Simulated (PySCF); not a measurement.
Mg(NH2)(SH) (H₃MgNS), SMILES [NH2][Mg][SH].

Coordinates come from a B3LYP-D3(BJ)/def2-TZVP optimisation. The values are those of a single conformer.

Level of theory: C-PCM-M06-2X/def2-SVP (PySCF 2.14.0).

The values are the electrostatic part of the solvation free energy, E(continuum) − E(gas) at the gas-phase geometry, in a cavity of scaled van der Waals radii (PySCF's table); cavitation and dispersion terms are not included. A continuum can't describe solvent molecules that bind to the metal. In vacuum the orbital gap is 7.20 eV. The dipole moment in vacuum is 2.01 D.

Computed values in water (ε = 78.36), ethylethanoate (ε = 5.99), ethanol (ε = 24.85):
```
solvent             ε  ΔG(elec) (kcal/mol)  dipole (D)  gap (eV)
--------------  -----  -------------------  ----------  --------
water           78.36                -12.4        2.75      7.62
ethylethanoate   5.99                -10.2        2.61      7.56
ethanol         24.85                -12.0        2.73      7.61
```
